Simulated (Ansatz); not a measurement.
Program: Ansatz. Geometries: PBE0-D4/def2-TZVP. ΔE: electronic, gas phase. CBS: MP2 limit from def2 TZ/QZ plus the TZ coupled-cluster correction, frozen cores. This one scheme is used for every species. DFT in def2-TZVPP. B3LYP here is the variant with VWN-RPA as its local correlation; programs differ in this. HSE06 is defined as in plane-wave codes. For Ge outer-core shells are correlated without core-valence functions, which leaves a few kJ/mol of doubt a bond. Scalar relativity is left out up to krypton. One conformer a species, not always the lowest.

Consider the formal hydrolysis of the Si–F bond: `F[SiH](F)[O][GeH3]` + H₂O → `O[SiH](F)[O][GeH3]` + H–F.

| level | ΔE (kJ/mol) | difference from CCSD(T)/CBS |
| --- | --- | --- |
| PBE-D4 | 40.7 | -1.7 |
| revPBE-D4 | 39.0 | -3.4 |
| BLYP-D4 | 43.4 | 1.0 |
| r2SCAN-D4 | 43.4 | 1.0 |
| B97M-V | 45.2 | 2.8 |
| PBE0-D4 | 40.3 | -2.1 |
| r2SCANh-D4 | 42.9 | 0.5 |
| r2SCAN0-D4 | 42.3 | -0.1 |
| HSE06-D4 | 40.2 | -2.2 |
| BHLYP-D4 | 44.0 | 1.6 |
| ωB97X-V | 42.9 | 0.5 |
| ωB97M-V | 42.5 | 0.1 |
| B2PLYP | 44.6 | 2.2 |
| PBE-QIDH | 40.8 | -1.6 |
| PBE | 42.8 | 0.4 |
| revPBE | 44.6 | 2.2 |
| r2SCAN | 44.0 | 1.6 |
| PBE0 | 42.1 | -0.3 |
| B3LYP | 46.6 | 4.2 |
| r2SCANh | 43.5 | 1.1 |
| r2SCAN0 | 42.9 | 0.5 |
| HSE06 | 41.9 | -0.5 |
| BHLYP | 46.6 | 4.2 |
| CAM-B3LYP | 46.0 | 3.6 |
| LC-ωPBE | 42.9 | 0.5 |
| RPA@PBE/def2-TZVPP | 42.5 | 0.1 |
| HF/def2-SVP | 44.3 | 1.9 |
| CCSD/def2-SVP | 41.8 | -0.6 |
| CCSD(T)/def2-SVP | 41.2 | -1.2 |
| HF/def2-TZVPP | 49.0 | 6.6 |
| MP2/def2-TZVPP | 40.1 | -2.3 |
| SCS-MP2/def2-TZVPP | 42.7 | 0.3 |
| CCSD/def2-TZVPP | 42.6 | 0.2 |
| CCSD(T)/def2-TZVPP | 41.4 | -1.0 |
| HF/def2-QZVPP | 50.8 | 8.4 |
| MP2/def2-QZVPP | 41.3 | -1.1 |
| SCS-MP2/def2-QZVPP | 43.8 | 1.4 |
| HF/CBS(def2) | 51.1 | 8.7 |
| MP2/CBS(def2) | 41.1 | -1.3 |
| CCSD/CBS(def2) | 43.7 | 1.3 |
| CCSD(T)/CBS | 42.4 | 0 |

Largest T1 diagnostic among the species: 0.012.

In def2-TZVPP, CCSD(T) changes the Hartree–Fock value by −7.6 kJ/mol (the triples alone add −1.2 kJ/mol) and MP2 by −8.9 kJ/mol. The D4 term adds −3.4 kJ/mol with B3LYP and −1.8 kJ/mol with PBE0; it sums over pairs of atoms, weighted by their polarisabilities, and B3LYP, whose exchange is more repulsive, gets the larger term. Leaving LDA and LC-ωPBE aside and taking each functional with its dispersion term where it has one, the values spread over 6.2 kJ/mol, from revPBE-D4 to B97M-V. LDA lies −5.5 kJ/mol from PBE without D4.
